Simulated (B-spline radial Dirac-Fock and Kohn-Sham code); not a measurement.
Method: multi-electron Dirac-Fock with separately optimised hole states, Breit and Lamb-shift corrections added in first order. Computed with an atomic code on a B-spline grid. Free neutral atoms.

Question: Order these X-ray lines by photon energy, lowest first.
A. Ba Lβ7
B. Au Lℓ
C. Er Lγ4
D. Ti Kα2
E. Ba Lα2
F. Ce Lβ2

Answer: E (4451.4 eV), D (4503.9 eV), A (5214.5 eV), F (5614.8 eV), B (8485.5 eV), C (9728.6 eV).
